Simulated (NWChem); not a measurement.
AlGeH5O; SMILES [OH][AlH][GeH3]

```xyz
8

Al    -0.4197     1.2112    -0.0035
Ge     0.1489    -1.1872    -0.0090
H     -0.6615    -1.9619    -1.0719
H      1.6420    -1.4500    -0.2862
H     -0.1856    -1.8459     1.3485
H     -1.9009     1.7965     0.0043
O      0.8956     2.2995     0.0013
H      0.8287     3.2564     0.0100
```
Atoms are numbered in this order, from 1.

Program: NWChem. STO-3G and 3-21G are far too small for this property and stand as cheap habits. Geometry: optimised at PBE0/def2-SVP. Field at 589 nm.

For level B3LYP/STO-3G:

```yaml
isotropic polarisability (bohr³): 29.3
anisotropy (bohr³): 21.5
```

Problem. How do the values read with level B3LYP/def2-SVP instead?

Solution. The isotropic polarisability (bohr³) is 61.9. The anisotropy (bohr³) comes out as 25.4.
